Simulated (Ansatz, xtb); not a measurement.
# C5H5FN2Si: which of two isomers lies lower

Structure X is `C#Cc1nccn1[SiH2]F`, a singlet and structure Y is `C#Cc1cncn1[SiH2]F`, a singlet. Both are isolated molecules in the gas phase, relaxed with r2SCAN-D4/def2-SVP; the shapes shown needn't be the lowest conformers.

X (Å):

```yaml
atoms:
  - { symbol: C, position_ang: [0.1291, -0.5605, 2.0399] }
  - { symbol: C, position_ang: [0.1028, 0.2157, 1.1018] }
  - { symbol: C, position_ang: [0.0544, 1.0780, -0.0222] }
  - { symbol: C, position_ang: [0.2537, 2.7297, -1.3678] }
  - { symbol: C, position_ang: [-0.3568, 1.7297, -2.0938] }
  - { symbol: F, position_ang: [-0.0408, -2.0196, -1.7985] }
  - { symbol: N, position_ang: [0.5043, 2.3179, -0.0898] }
  - { symbol: N, position_ang: [-0.4957, 0.6525, -1.2333] }
  - { symbol: Si, position_ang: [-1.2133, -0.9234, -1.5977] }
  - { symbol: H, position_ang: [0.1645, -1.2348, 2.8758] }
  - { symbol: H, position_ang: [0.5238, 3.7298, -1.7074] }
  - { symbol: H, position_ang: [-0.7019, 1.6866, -3.1257] }
  - { symbol: H, position_ang: [-2.0656, -1.3448, -0.4680] }
  - { symbol: H, position_ang: [-1.9274, -0.7437, -2.8825] }
```

Y (Å):

| atom | x (Å) | y (Å) | z (Å) |
| --- | --- | --- | --- |
| C | 0.4312 | -1.3209 | -2.1048 |
| C | 0.0037 | -0.1819 | -2.0118 |
| C | -0.4931 | 1.1305 | -1.8676 |
| C | -0.7615 | 2.1488 | -2.7753 |
| C | -1.2694 | 2.9340 | -0.8540 |
| F | -1.2222 | 1.9043 | 2.0022 |
| N | -1.2388 | 3.2508 | -2.1296 |
| N | -0.8282 | 1.6526 | -0.6139 |
| Si | -0.6949 | 0.8021 | 0.9375 |
| H | 0.8088 | -2.3220 | -2.2037 |
| H | -0.6253 | 2.1158 | -3.8562 |
| H | -1.6001 | 3.5825 | -0.0412 |
| H | -1.5925 | -0.3745 | 0.9610 |
| H | 0.7189 | 0.4740 | 1.2277 |

Task: Estimate which is lower in electronic energy at CCSD(T)/def2-SVP + ΔMP2/def2-TZVPP, and by roughly how much.

Result: Too close to call at this level: CCSD(T)/def2-SVP + ΔMP2/def2-TZVPP gives E(Y) − E(X) = −0.029 eV.

The same difference at several levels:

```csv
level,geometry,E(Y) − E(X) (eV),departure from the last row (eV),"job, with rough time for the two"
GFN2-xTB,GFN2-xTB,−0.092,−0.063,"optimisation, 0.31 s"
HF/STO-3G,GFN2-xTB,−0.003,+0.026,"single point, 0.52 s"
r2SCAN-D4/def2-SVP//GFN2-xTB,GFN2-xTB,−0.071,−0.042,"single point, 4.9 s"
r2SCAN-D4/def2-SVP,r2SCAN-D4/def2-SVP,−0.067,−0.037,"optimisation, 60 s"
HF/def2-SVP,r2SCAN-D4/def2-SVP,−0.106,−0.076,part of the CCSD(T) run
MP2/def2-SVP,r2SCAN-D4/def2-SVP,−0.026,+0.003,part of the CCSD(T) run
CCSD(T)/def2-SVP,r2SCAN-D4/def2-SVP,−0.049,−0.020,single point
CCSD(T)/def2-SVP + ΔMP2/def2-TZVPP,r2SCAN-D4/def2-SVP,−0.029,,"single point, 2.3 min"
```

As drawn, both hold the same kinds of bond in the same numbers.

The largest departure from CCSD(T)/def2-SVP + ΔMP2/def2-TZVPP is that of HF/def2-SVP, 0.076 eV. The last row adds to CCSD(T) the change of the MP2 difference between the two basis sets, here +0.020 eV.

With thermal terms from frequencies at re-optimised GFN2-xTB minima (ideal gas, soft modes damped towards free rotors, one conformer each, 298.15 K, 1 atm): the zero-point term adds +0.002 eV; ΔH is −0.027 and ΔG −0.029 eV.

The correlated steps freeze 13 core orbitals. Codes used: Ansatz 0.2.0, xtb 6.7.1; the last row on 4 threads of Arm Neoverse V1 on a shared host.
